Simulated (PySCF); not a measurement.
## `C1CC2(C=C(F)C=C2)C1`, C$_{8}$H$_{9}$F

Molfile (atoms numbered from 1):
```
C8H9F
     RDKit          3D

 18 19  0  0  0  0  0  0  0  0999 V2000
    3.5920   -1.0514    0.2844 F   0  0  0  0  0  0  0  0  0  0  0  0
    2.3845   -0.5212    0.1620 C   0  0  0  0  0  0  0  0  0  0  0  0
    1.2059   -1.1618    0.2530 C   0  0  0  0  0  0  0  0  0  0  0  0
    0.1262   -0.1497    0.0518 C   0  0  0  0  0  0  0  0  0  0  0  0
    0.8773    1.1351   -0.1661 C   0  0  0  0  0  0  0  0  0  0  0  0
    2.2018    0.9061   -0.0991 C   0  0  0  0  0  0  0  0  0  0  0  0
   -0.9936   -0.3912   -1.0083 C   0  0  0  0  0  0  0  0  0  0  0  0
   -2.0058    0.2608   -0.0530 C   0  0  0  0  0  0  0  0  0  0  0  0
   -1.0247   -0.0138    1.0976 C   0  0  0  0  0  0  0  0  0  0  0  0
    1.0453   -2.2223    0.4417 H   0  0  0  0  0  0  0  0  0  0  0  0
    0.3901    2.0943   -0.3487 H   0  0  0  0  0  0  0  0  0  0  0  0
    3.0169    1.6214   -0.2124 H   0  0  0  0  0  0  0  0  0  0  0  0
   -0.8403    0.0446   -2.0061 H   0  0  0  0  0  0  0  0  0  0  0  0
   -1.1800   -1.4697   -1.1185 H   0  0  0  0  0  0  0  0  0  0  0  0
   -3.0091   -0.1847    0.0121 H   0  0  0  0  0  0  0  0  0  0  0  0
   -2.1206    1.3378   -0.2476 H   0  0  0  0  0  0  0  0  0  0  0  0
   -0.8973    0.7416    1.8864 H   0  0  0  0  0  0  0  0  0  0  0  0
   -1.2195   -0.9882    1.5695 H   0  0  0  0  0  0  0  0  0  0  0  0
  1  2  1  0
  2  3  2  0
  3  4  1  0
  4  5  1  0
  5  6  2  0
  4  7  1  0
  7  8  1  0
  8  9  1  0
  6  2  1  0
  9  4  1  0
  3 10  1  0
  5 11  1  0
  6 12  1  0
  7 13  1  0
  7 14  1  0
  8 15  1  0
  8 16  1  0
  9 17  1  0
  9 18  1  0
M  END
```

Computed, not measured: TDDFT CAM-B3LYP/aug-cc-pVDZ excited states, vertical, gas phase (PySCF 2.14.0). Geometry: PBE0-D3(BJ)/def2-SVP.

Give the one- and two-photon strengths of the lowest singlets.

δ for parallel linear polarisation; σ at the peak of a Lorentzian of half width 0.1 eV, single beam; Ω is circular over linear.
```csv
state,E (eV),f,photon λ (nm),δ (au),σ (GM),Ω,main
S1,4.74,0.051,523,5.35,0.04,1.00,HOMO→LUMO 0.94
S2,5.73,0.000,433,121,1.46,1.50,"HOMO→LUMO+1 0.60, HOMO→LUMO+3 0.24"
S3,6.09,0.018,407,0.8,0.01,1.50,"HOMO→LUMO+2 0.55, HOMO→LUMO+3 0.31"
S4,6.19,0.000,401,1.37,0.02,1.49,"HOMO→LUMO+1 0.24, HOMO→LUMO+2 0.24"
S5,6.42,0.052,386,67.3,1.02,0.66,"HOMO−1→LUMO 0.42, HOMO→LUMO+4 0.34"
S6,6.58,0.115,377,37.3,0.59,1.12,"HOMO→LUMO+4 0.47, HOMO−1→LUMO 0.38"
```

Among these, the strongest one-photon state is S6, the strongest two-photon state S2, with a dipole change of 2.1 D (relaxed, norm of the difference vector).
